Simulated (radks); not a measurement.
The numbers below are computed, except where a source is named.
The hafnium ion Hf44+, 28 electrons, occupied as [Ar] 3d10. Code: a radial shooting solver on a logarithmic mesh with Libxc functionals. Model: scalar-relativistic Kohn-Sham, BLYP, spin-polarised, spherical densities, point nucleus.

Radial electron density D(r) = 4 pi r^2 rho(r):

```
   r/bohr * D(r) (the largest magnitude, 128, reaches the edge; | marks zero)
 0.002064 |        *
 0.002309 |         *
 0.002582 |           *
 0.002865 |            *
 0.003205 |              *
 0.003585 |                 *
 0.003977 |                   *
 0.004449 |                     *
 0.004936 |                        *
 0.005521 |                           *
 0.006176 |                              *
 0.006853 |                                *
 0.007665 |                                   *
 0.008573 |                                     *
 0.009513 |                                       *
  0.01064 |                                        *
   0.0119 |                                         *
  0.01321 |                                         *
  0.01477 |                                        *
  0.01639 |                                        *
  0.01833 |                                      *
   0.0205 |                                     *
  0.02275 |                                    *
  0.02545 |                                    *
  0.02846 |                                    *
  0.03158 |                                      *
  0.03533 |                                         *
   0.0392 |                                            *
  0.04384 |                                                *
  0.04904 |                                                    *
  0.05441 |                                                      *
  0.06086 |                                                      *
  0.06808 |                                                    *
  0.07554 |                                                 *
  0.08449 |                                             *
   0.0945 |                                         *
   0.1049 |                                       *
   0.1173 |                                       *
   0.1301 |                                         *
   0.1456 |                                            *
   0.1628 |                                             *
   0.1807 |                                            *
   0.2021 |                                        *
    0.226 |                                 *
   0.2508 |                         *
   0.2805 |                *
   0.3138 |         *
   0.3482 |    *
   0.3894 | *
   0.4321 |*
   0.4833 *
   0.5406 *
   0.5998 *
   0.6709 *
```

D(r) has 3 maxima, at r = 0.0129, 0.0589, 0.165 bohr, and minima at 0.0252, 0.111 bohr, inside which lie 1.93, 11.26 electrons.
